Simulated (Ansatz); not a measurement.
```yaml
crystal:
  periodic: [false, false, false]
  atoms:
    - {symbol: C, position_ang: [-0.867624, 0.262640, 0.802233]}
    - {symbol: C, position_ang: [0.070987, 0.556411, 0.473239]}
    - {symbol: Al, position_ang: [0.490242, -0.061994, -0.492960]}
    - {symbol: N, position_ang: [-0.036438, -0.902974, -0.937516]}
    - {symbol: O, position_ang: [1.381607, 0.258886, -0.968706]}
    - {symbol: H, position_ang: [-1.115061, 0.735729, 1.302950]}
    - {symbol: H, position_ang: [-0.705873, -0.414269, 1.020672]}
    - {symbol: H, position_ang: [-1.212674, 0.274459, 0.343294]}
    - {symbol: H, position_ang: [0.512889, 0.563207, 0.951483]}
    - {symbol: H, position_ang: [0.012685, 1.381864, 0.329741]}
    - {symbol: H, position_ang: [0.134939, -1.467914, -1.260850]}
    - {symbol: H, position_ang: [-0.565364, -1.275930, -0.582092]}
    - {symbol: H, position_ang: [1.912101, -0.049697, -1.268302]}
basis:
  gaussian: {orbitals: "6-31++G**"}
hamiltonian: {xc: {name: BHLYP}}
accuracy: high
output: {forces: true}
```

```sh
$ ansatz run in.yaml --threads 4 --pin off --events-out ev --progress --plain --max-ram 10444MiB
```

Shortened log:

```
Functional definition: BHLYP
2927 factors; integrals over basis functions are off by at most 3.8e-9 eV
mean field evaluation 1: about -12177.8409 eV, gradient 1.5e2 eV
mean field evaluation 2: about -12099.4039 eV, gradient 2.3e2 eV
mean field evaluation 4: about -12217.4513 eV, gradient 8.1e0 eV
mean field evaluation 8: about -12218.3863 eV, gradient 5.6e-1 eV
mean field evaluation 16: about -12218.3868 eV, gradient 5.1e-4 eV
mean field -12218.38681100 eV, -449.0174333841 hartree, gradient 5.5e-8 eV, S^2 0.000000; 0 other end points of the search recorded, 0 dependent functions left out
reference -12218.38684029 eV, -449.0174344607 hartree; 24, 24 occupied and 123, 123 virtual orbitals, 2927 factors
Total energy: -12218.38684029 eV, -449.0174344607 hartree
Atom 0 at    -0.867624     0.262640     0.802233 Å, force    17.008683    -6.763705    61.578634 eV/Å
Atom 1 at     0.070987     0.556411     0.473239 Å, force   -11.345111    34.432283    -8.895856 eV/Å
Atom 2 at     0.490242    -0.061994    -0.492960 Å, force   -26.902859    19.830171    46.688458 eV/Å
Atom 3 at    -0.036438    -0.902974    -0.937516 Å, force   -44.460869   -33.020265   -32.648145 eV/Å
Atom 4 at     1.381607     0.258886    -0.968706 Å, force    73.915067    52.445289   -37.119877 eV/Å
Atom 5 at    -1.115061     0.735729     1.302950 Å, force   -14.894746    22.614779    27.066297 eV/Å
Atom 6 at    -0.705873    -0.414269     1.020672 Å, force     3.465913   -35.758932    13.291433 eV/Å
Atom 7 at    -1.212674     0.274459     0.343294 Å, force   -64.328771     0.258605   -79.532942 eV/Å
Atom 8 at     0.512889     0.563207     0.951483 Å, force    43.318304     0.724349    45.419110 eV/Å
Atom 9 at     0.012685     1.381864     0.329741 Å, force     0.814130    17.357896    -4.247309 eV/Å
Atom 10 at     0.134939    -1.467914    -1.260850 Å, force    13.144116   -41.714622   -27.071673 eV/Å
Atom 11 at    -0.565364    -1.275930    -0.582092 Å, force   -23.947491   -14.493519    15.106162 eV/Å
Atom 12 at     1.912101    -0.049697    -1.268302 Å, force    34.213635   -15.912329   -19.634290 eV/Å
Dipole moment:     0.106852    -0.373385    -0.018971 e Å
```

Problem. What is wrong with this run?

Solution. The geometry is squeezed to about two thirds of its size. Self-consistency was reached. The result belongs to that input, not to the molecule as meant.
